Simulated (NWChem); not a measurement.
Species: SnH, doublet; SMILES [SnH]

Computed with NWChem. Spin-unrestricted. The state is orbitally degenerate and is run as one real component. No stability test was run on the SCF state. def2 effective core potentials on Sn; no spin-orbit coupling. Each level has its own optimisation; frequencies are unscaled.

```
level           basis functions  r H–Sn (Å)  highest harmonic frequency (cm⁻¹)  zero-point energy (kcal/mol)
--------------  ---------------  ----------  ---------------------------------  ----------------------------
UHF/def2-SVP                 31       1.770                               1803                           2.6
UHF/def2-SVPD                40       1.773                               1784                           2.5
UHF/def2-TZVP                56       1.764                               1810                           2.6
UHF/def2-TZVPD               65       1.766                               1801                           2.6
UHF/def2-TZVPP               64       1.763                               1810                           2.6
```
